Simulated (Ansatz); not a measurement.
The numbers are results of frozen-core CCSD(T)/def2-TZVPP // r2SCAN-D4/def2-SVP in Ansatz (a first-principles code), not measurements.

Ansatz 0.2 input:
```yaml
crystal:
  periodic: [false, false, false]
  atoms:
    - { symbol: Y, position_ang: [0.010168, 0.02527, 0.007471] }
    - { symbol: F, position_ang: [0.845021, 0.235958, -1.797455] }
    - { symbol: F, position_ang: [-1.847884, 0.690169, 0.331001] }
    - { symbol: F, position_ang: [1.060467, -0.778083, 1.507736] }
basis:
  gaussian: { orbitals: def2-TZVPP }
correlation:
  method: ccsd_t
```

Output:

```
Functional definition: HF
1009 factors; integrals over basis functions are off by at most 8.6e-4 eV
mean field evaluation 1: about -9153.9240 eV, gradient 5.9e1 eV
mean field evaluation 2: about -9153.9821 eV, gradient 5.9e1 eV
mean field evaluation 4: about -9159.5259 eV, gradient 1.6e0 eV
mean field evaluation 8: about -9159.5710 eV, gradient 7.3e-2 eV
mean field evaluation 16: about -9159.4186 eV, gradient 1.6e0 eV
mean field -9159.57102471 eV, -336.6080265778 hartree, gradient 8.1e-6 eV, S^2 0.000000; 0 other end points of the search recorded, 0 dependent functions left out
3 core orbitals not correlated
reference -9159.57102471 eV, -336.6080265778 hartree; 16, 16 occupied and 130, 130 virtual orbitals, 1009 factors
second order -27.56823657 eV of doubles, -0.00000000 eV of singles
cycle   1  -26.75704816 eV  change    8.1e-1 eV  update   1.4e-1
cycle   2  -27.32248655 eV  change   -5.7e-1 eV  update   5.2e-2
cycle   3  -27.46926986 eV  change   -1.5e-1 eV  update   2.1e-2
cycle   4  -27.45566295 eV  change    1.4e-2 eV  update   6.1e-3
cycle   5  -27.44642877 eV  change    9.2e-3 eV  update   1.9e-3
cycle   6  -27.44710841 eV  change   -6.8e-4 eV  update   6.9e-4
cycle   7  -27.44729356 eV  change   -1.9e-4 eV  update   2.1e-4
cycle   8  -27.44712054 eV  change    1.7e-4 eV  update   8.5e-5
cycle   9  -27.44711621 eV  change    4.3e-6 eV  update   2.7e-5
perturbative correction -0.82707957 eV, -0.0303946138 hartree
Total energy: -9187.84522050 eV, -337.6470841081 hartree
```

Cost: roughly 40 core-seconds.
